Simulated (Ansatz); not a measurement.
Energy needed to pull apart CH2InO, doublet, into free ground-state atoms, from the structure below (displaced at random from a GFN2-xTB minimum); no zero-point or spin–orbit terms; open-shell atoms are treated unrestricted, in their ground-state multiplicity.

```xyz
5
angstrom
O 0.3406 -1.5299 1.7606
C 0.7882 -0.4768 1.8185
In 0.0148 0.7295 -0.5584
H -1.2042 -1.0122 -0.8758
H -0.2757 2.0922 -2.0180
```

Computed with Ansatz 0.2.0 (basis: def2-TZVPP); correlated methods freeze the cores; orbitals are unrestricted. Filled d shells of the heavier atoms are correlated. Core potentials replace the inner electrons of the atoms past krypton. The def2 sets are not built for correlating such inner shells, so the correlated values are less sure here.

```tsv
method	atomization energy (kcal/mol)
PBE-D4	352.9
r2SCAN-D4	339.3
B97M-V	345.0
PBE0-D4	334.1
wB97X-V	?
wB97M-V	?
HF	214.0
MP2	329.5
CCSD	317.2
CCSD(T)	327.0
```

Question: What does wB97X-V give? (To be estimated.)

Answer: By the calculation: 336.2 kcal/mol, which is about 9.2 kcal/mol more than CCSD(T)/def2-TZVPP.

Question: What does wB97M-V give? (An estimate is asked for; the value comes from the calculation.)

Answer: The calculation gives: 338.2 kcal/mol, which is about 11.2 kcal/mol more than CCSD(T)/def2-TZVPP.

In triple zeta the MP2 and coupled-cluster atomization energies are still short of their basis limit by a few kcal/mol a bond, whereas those of the functionals are nearly converged, so these differences are not deviations from converged CCSD(T).

T1 diagnostic: at most 0.023. ⟨S²⟩ of the unrestricted Hartree–Fock references: 0.82 (a pure state has 0.75). The unrestricted reference is spin-contaminated, which hurts MP2 most.

For scale, one of the runs: CCSD(T)/def2-TZVPP forces, 140 basis functions (an equivalent command: `ansatz run in.yaml --threads 4`). The run took 5.1 min on 4 CPU threads (shared host), with 4 GiB of host memory at its peak.
